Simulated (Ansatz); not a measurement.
Basis-set extrapolation for CH7SSi2 (`C[SiH2]S[SiH2]`) radical (PBE0-D4/def2-TZVP geometry, frozen core, Ansatz 0.2.0). Multiplicity 2, UHF reference.

|  | cc-pV(T+d)Z | cc-pV(Q+d)Z |
| --- | --- | --- |
| HF | -1017.431889 | -1017.444568 |
| MP2 correlation | -0.585318 | -0.629700 |
| CCSD(T) correlation | -0.675233 | not run |

Energies in hartree. Use E(X) = E(∞) + A·exp(−5.46·√X) for Hartree–Fock and E(X) = E(∞) + B·X^(−3.05) for correlation, with X = 3 and 4, and add CCSD(T) minus MP2 of the smaller set to the MP2 limit.

What is the CCSD(T) energy at the basis-set limit?

HF limit: -1017.444568 + (-0.012679) × 0.30130 = -1017.44839. MP2 limit: -0.629700 + (-0.044382) × 0.71189 = -0.66130. Higher-order term: -0.675233 − (-0.585318) = -0.08991. Total: -1018.19960 hartree, 242.8 kJ/mol below CCSD(T)/cc-pV(T+d)Z.
